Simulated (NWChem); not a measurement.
System: AlH$_{2}$S$_{2}$F; SMILES [F][Al]([SH])[SH]

```xyz
6

Al    -0.3639    -0.0137     0.0000
F     -2.0252     0.0281     0.0000
S      0.7249     1.8659     0.0000
H     -0.4144     2.5949     0.0000
S      0.6201    -1.9459     0.0000
H      1.8529    -1.3891     0.0000
```
Atoms are numbered in this order, from 1.

All runs use the structure optimised with PBE0/def2-SVP.

Symmetry labels are those of Cs in the frame above (b1 and b2, or b-type labels, depend on it).

Problem. List the 4 lowest vertical singlet excitations from PBE/6-31+G* (spherical d), full TDDFT (NWChem).

Solution. 
```
state  energy (eV)  oscillator strength  symmetry  leading excitation (squared amplitude)
-----  -----------  -------------------  --------  --------------------------------------
S1            4.86                0.000        a"                      HOMO → LUMO (1.00)
S2            5.41                0.082        a"                    HOMO−1 → LUMO (0.99)
S3            5.71                0.027        a'                    HOMO → LUMO+1 (0.79)
S4            5.76                0.001        a"                    HOMO → LUMO+2 (0.98)
```
